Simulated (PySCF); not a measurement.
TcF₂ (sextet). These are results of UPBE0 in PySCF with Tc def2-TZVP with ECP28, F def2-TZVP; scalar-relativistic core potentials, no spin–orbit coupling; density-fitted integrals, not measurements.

Harmonic bands of its minimum:

```json
{"ω (cm⁻¹)": "118", "IR (km/mol, summed over degenerate members)": "38.0", "degeneracy": "2"}
{"ω (cm⁻¹)": "600", "IR (km/mol, summed over degenerate members)": "0.0", "degeneracy": "1"}
{"ω (cm⁻¹)": "653", "IR (km/mol, summed over degenerate members)": "274", "degeneracy": "1"}
```

Task: The central atom is Tc. Infer the point group and assign the bands.

Result: D∞h. The modes span πu + σg+ + σu+: 118 πu, 600 σg+, 653 σu+. The computed geometry has Tc–F 1.904 Å (×2); F–Tc–F 180.0°.

This need not be the most stable arrangement of these atoms. Other spin states or occupations of the open shell can lie lower.
